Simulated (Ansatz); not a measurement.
Species: H2B2O, SMILES `BB=O` (charge 0, multiplicity 1).

Q: Give a relaxed geometry from B3LYP-D3(BJ)/def2-TZVP run with Ansatz (a first-principles code).

A: Several could match; the one computed here: the end point of this relaxation, one of several conformers (outside a Z-matrix the atoms follow the SMILES, hydrogens last).
Cartesian coordinates (Å) in one orientation:
```xyz
5

B     -0.628     0.007     0.397
B      0.939    -0.011    -0.173
O      2.071    -0.024    -0.585
H     -1.210    -1.010     0.583
H     -1.172     1.038     0.621
```
